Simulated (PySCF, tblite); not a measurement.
Isomers of C3H5O2S2Si (doublet state), one GFN2-xTB conformer each. Single-point energies are computed at B3LYP/pcH-1 (PySCF, gas phase, no added dispersion term), electronic only. GFN2-xTB treats the open shell by occupation alone, and not every SCF solution was tested for stability.

```csv
SMILES,GFN2-xTB relative energy (kJ/mol)
O=CO[Si@H]1S[CH]CS1,11.4
O=CO[Si]1SCCS1,0.0
```

Conformers: `[O:1]=[CH:2][O:3][Si@H:4]1[S:5][CH:6][CH2:7][S:8]1` (doublet state) with O1–C2–O3–Si4 -1°, C2–O3–Si4–S5 157°, O3–Si4–S5–C6 130°, Si4–S5–C6–C7 19°, S5–C6–C7–S8 -47°, C6–C7–S8–Si4 46°; `[O:1]=[CH:2][O:3][Si:4]1[S:5][CH2:6][CH2:7][S:8]1` (doublet state) with O1–C2–O3–Si4 1°, C2–O3–Si4–S5 -148°, O3–Si4–S5–C6 -145°, Si4–S5–C6–C7 54°, S5–C6–C7–S8 -59°, C6–C7–S8–Si4 26°.

Q: What does B3LYP/pcH-1 give for the same structures?

A: 
```
             SMILES  B3LYP/pcH-1 E (Eh)  B3LYP/pcH-1 (kJ/mol)  GFN2-xTB (kJ/mol)  point group
     O=CO[Si]1SCCS1         -1353.74289                   0.0                0.0           C1
O=CO[Si@H]1S[CH]CS1         -1353.72780                  39.6               11.4           C1
```

Both levels put the same isomer lowest. 

Q: What happens when harmonic zero-point energies from GFN2-xTB frequencies are added?

A: 
| SMILES | ZPE (kJ/mol) | electronic (kJ/mol) | with ZPE (kJ/mol) |
| --- | --- | --- | --- |
| O=CO[Si]1SCCS1 | 214.6 | 0.0 | 0.0 |
| O=CO[Si@H]1S[CH]CS1 | 201.9 | 39.6 | 26.9 |

The zero-point energies span 12.7 kJ/mol. The order is unchanged.

Q: As an exercise, what shares would exp(−E/RT) give at 2000 K from these electronic energies alone (no entropy, no degeneracies)?

A: RT = 16.629 kJ/mol: O=CO[Si]1SCCS1 91.5 %, O=CO[Si@H]1S[CH]CS1 8.5 %.
